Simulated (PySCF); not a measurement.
**Löwdin shares of the frontier orbitals**

Compound: C6H12S.
Numbering: `[CH2:1]=[CH:2][S:3][CH2:4][CH2:5][CH2:6][CH3:7]` (hydrogens: H8, H9 on C1; H10 on C2; H11, H12 on C4; H13, H14 on C5; H15, H16 on C6; H17, H18, H19 on C7)

Geometry (GFN2-xTB, Å), atoms numbered from 1 in this order:
```xyz
19
C6H12S angstrom
C      3.5686    0.4970    0.4413
C      3.0109    0.0804   -0.6843
S      1.3155   -0.0157   -1.0880
C      0.4918    0.6051    0.4240
C     -1.0179    0.6006    0.2418
C     -1.5830   -0.8116    0.1087
C     -3.0914   -0.7990   -0.0990
H      4.6396    0.4986    0.5458
H      3.0059    0.8464    1.2881
H      3.6025   -0.2658   -1.5182
H      0.8593    1.6172    0.5978
H      0.7871   -0.0453    1.2484
H     -1.4704    1.0954    1.1056
H     -1.2741    1.1800   -0.6481
H     -1.3430   -1.3819    1.0092
H     -1.1036   -1.3062   -0.7381
H     -3.5892   -0.3150    0.7387
H     -3.3454   -0.2574   -1.0073
H     -3.4729   -1.8135   -0.1864
```

Theory: PySCF 2.14.0, density-fitted response routines, TDDFT PBE0/def2-SVPD, vertical, gas phase, core orbitals frozen in the response.

Kohn–Sham orbitals with the atoms that hold most of them (Löwdin shares over 4%, at most four atoms; ? is withheld):

```csv
orbital,ε (eV),atoms
LUMO+2,0.86,"S3 35%, C7 16%, C6 7%, H18 6%"
LUMO+1,0.53,"S3 33%, C4 12%, H11 7%, C5 7%"
LUMO,0.24,?
HOMO,-6.17,"S3 48%, C1 21%, C2 16%, C4 6%"
HOMO-1,-8.78,?
HOMO-2,-8.93,"S3 30%, C2 24%, C1 15%, C4 11%"
HOMO-3,-9.45,"C6 20%, C5 16%, C7 13%, H15 8%"
```

Which atoms hold the HOMO-1, and with what shares?

S3 (bonded to 2 C) 32%; C2 (bonded to C, S and H) 14%; C4 (bonded to C, S and 2 H) 11%; C1 (bonded to C and 2 H) 8%. By element: carbon 34% or more, sulfur 32%.

Give the leading atoms of the LUMO.

C2 (bonded to C, S and H) 34%; C1 (bonded to C and 2 H) 31%; S3 (bonded to 2 C) 14%; H9 (bonded to C) 6%. By element: carbon 65% or more, sulfur 14%, hydrogen 6% or more.

The HOMO–LUMO gap is 6.41 eV. Where does the response calculation put the lowest singlet, and from which orbitals?

S1 is at 5.36 eV (f = 0.0074), 1.05 eV below the gap, made of HOMO→LUMO+1 (80%), HOMO→LUMO (9%). Its leading pair isn't HOMO and LUMO; the energies of that pair differ by 6.70 eV. Without the coupling terms of the response equations the lowest excitation would equal the gap.

Give energy, strength and leading configuration of S1 and S2, and follow the Löwdin shares of the leading atoms from the occupied to the empty orbital.

- S1 (5.36 eV, f 0.0074), HOMO→LUMO+1 (80%): S3 48% → 33%, C1 21% → at most 7%, C4 6% → 12%
- S2 (5.76 eV, f 0.276), HOMO→LUMO (84%): S3 48% → 14%, C1 21% → 31%, C2 16% → 34%

Löwdin shares depend on the basis, the more so with diffuse functions.

One conformer stands for the species.
